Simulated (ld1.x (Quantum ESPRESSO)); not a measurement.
## Before and after: TM potential for lutetium (Lu)

```
Element                 : Lu
Generator               : ld1.x (Quantum ESPRESSO) 7.5
Type                    : norm-conserving Troullier–Martins (Kleinman–Bylander form)
Functional              : PBE
Relativity              : scalar-relativistic
Frozen core             : [Xe] 4f14
Valence charge          : 3
Reference configuration : 5d1 6s2 6p0
Partial waves           : 6s (bound): rc 3.00 bohr; 6p (bound, empty): rc 4.20 bohr; 5d (bound): rc 1.80 bohr
Local potential         : all-electron potential smoothed inside 1.45 bohr (lloc = -2)
Core correction         : Bessel-smoothed model core, default radius (core density twice the valence density)
```

All-electron outer shells of the reference configuration (PBE, scalar-relativistic, ld1.x):

```
shell  level (eV)  outermost node (bohr)  outermost maximum (bohr)
   5p      -31.66                   0.61                      1.19
   4f       -9.62                      –                      0.47
   6s       -4.66                   1.41                      3.08
   5d       -1.75                   0.68                      1.84
   6p       -1.34                   1.73                      4.26
```

Change: local potential the s channel.

Cutoffs: the cutoffs (Ry, on a coarse ladder) from which the occupation-weighted sum of valence levels, in a spherical-Bessel basis at the reference potential, stays within 10 and 1 mRy of its value at 400 Ry; they do not see the model core or the augmentation charge, which bear on the density cutoff. Errors are all-electron minus pseudo energies relative to the spin-unpolarised reference configuration.

What does the change do?

The potential gets neither clearly harder nor softer (18 Ry and 25 Ry → 18 Ry and 25 Ry); the bound ghost in p, s disappears; the number of tests that count goes from 6 to 7; the errors of the 6 common tests hardly move; the range in which the d phases agree narrows (upper end 2.9 → 0.5). In the separable form a ghost depends on how the local part lies against the semilocal potential of the channel, so the choice of the local part can create or remove one.

| quantity | base | changed |
| --- | --- | --- |
| cutoff, loose | 18 Ry | 18 Ry |
| cutoff, tight | 25 Ry | 25 Ry |
| bound ghosts | s, p | none |
| tests counted (converged, no solver errors) | 6 of 7 | 7 of 7 |
| error for 5d1 6s1 6p0, meV [ΔE 7.37 eV] | -8.7 | -9.8 |
| error for 5d1 6s0 6p0, meV [ΔE 20.64 eV] | -56 | -64 |
| error for 5d1 6s1.5 6p0, meV [ΔE 2.99 eV] | -2.2 | -2.4 |
| error for 5d1 6s0 6p2, meV [ΔE 7.03 eV] | -31 | -30 |
| error for 5d1 6s1 6p1, meV [ΔE 3.42 eV] | -6.7 | -6.8 |
| error for 5d2 6s0 6p0, meV [ΔE 9.89 eV] | -80 | -81 |
| s: phases at 4.57 bohr within 0.05 rad from the reference energy up to (Ry; the scan ends near 5) | 0.7 | 0.7 |
| p: phases at 4.57 bohr within 0.05 rad from the reference energy up to (Ry; the scan ends near 5) | 1.3 | 1.1 |
| d: phases at 4.57 bohr within 0.05 rad from the reference energy up to (Ry; the scan ends near 5) | 2.9 | 0.5 |

Base: Tests not counted: 5d0 6s2 6p1 (solver errors, printed error -39.1 eV). A true bound ghost makes a file unfit for plane-wave use even where its test errors are small: the radial tests pick states by their node count and pass the ghost by. Where a test does run into it, the solver fails or the error is huge.
